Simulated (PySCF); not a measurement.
**Nuclear quadrupole coupling in `C#CC[C@@H](CCF)N[SiH3]`**

Compound: C6H12FNSi.
Geometry (GFN2-xTB, Å), atoms numbered from 1 in this order:
```
atom  x, y, z in Å
C1    -2.7881   -1.8940    1.2223
C2    -2.1693   -1.3125    0.3789
C3    -1.4058   -0.6000   -0.6223
C4    -0.1260    0.0293   -0.0312
C5     0.8246   -1.0664    0.4617
C6     2.0132   -0.4640    1.1948
F7     2.9138   -1.4461    1.5363
N8     0.5399    0.8779   -0.9863
Si9    0.1732    2.5389   -1.2334
H10   -3.3384   -2.4081    1.9524
H11   -1.1330   -1.2897   -1.4272
H12   -2.0223    0.1978   -1.0461
H13   -0.4125    0.6595    0.8177
H14    1.1921   -1.6443   -0.3904
H15    0.2865   -1.7444    1.1264
H16    2.5462    0.2510    0.5606
H17    1.7061    0.0207    2.1272
H18    0.8912    0.3469   -1.7700
H19   -1.1423    2.8099   -1.8387
H20    1.2289    3.0043   -2.1276
H21    0.2132    3.1503    0.0945
```

Field gradients from the PBE0/pcSseg-1 density (PySCF, non-relativistic), principal values in atomic units, ordered |Vxx| ≤ |Vyy| ≤ |Vzz|:

```csv
atom,Vxx,Vyy,Vzz
N8,0.3298,0.7071,-1.0369
```

Q: Find the asymmetry η = (Vxx − Vyy)/Vzz and the couplings χ = eQV/h (234.96 MHz × Q in barn × V in au), with Q(14N) = 0.02044 b.

A: 
```tsv
atom	environment	nucleus	η	χzz (MHz)	χxx (MHz)	χyy (MHz)
N8	silicon-bound nitrogen	14N	0.36	-4.980	1.584	3.396
```

Q: What is Vzz at N8 in SI units (1 au = 9.71736 × 10²¹ V/m²)?

A: -1.0369 au = -10.076 × 10²¹ V/m².

Q: What couplings would deuterons (Q(2H) = 0.00286 b) have in place of the hydrogens, at this geometry?

A: 
| atom | bonded to | bond length (Å) | Vzz (au) | η | χzz (kHz) |
| --- | --- | --- | --- | --- | --- |
| H10 | C1 | 1.049 | 0.3975 | 0.00 | 267 |
| H11 | C3 | 1.095 | 0.2974 | 0.02 | 200 |
| H12 | C3 | 1.094 | 0.2977 | 0.02 | 200 |
| H13 | C4 | 1.095 | 0.2870 | 0.04 | 193 |
| H14 | C5 | 1.093 | 0.3009 | 0.02 | 202 |
| H15 | C5 | 1.091 | 0.2981 | 0.02 | 200 |
| H16 | C6 | 1.094 | 0.2864 | 0.06 | 192 |
| H17 | C6 | 1.095 | 0.2891 | 0.08 | 194 |
| H18 | N8 | 1.010 | 0.4166 | 0.19 | 280 |
| H19 | Si9 | 1.473 | 0.1531 | 0.03 | 103 |
| H20 | Si9 | 1.460 | 0.1641 | 0.04 | 110 |
| H21 | Si9 | 1.462 | 0.1618 | 0.04 | 109 |

Geometry: GFN2-xTB, one conformer, isolated molecule. GFN2-xTB bond lengths can be off by several hundredths of an ångström, more for odd bonds, and the gradients follow them. These gradients aren't converged with respect to the basis.

The run behind these numbers computed NMR shieldings as well. The run took 87 s of wall time on one thread, Arm Neoverse N1 (aarch64), on a shared host, and the process peaked at 1.1 GiB of memory.
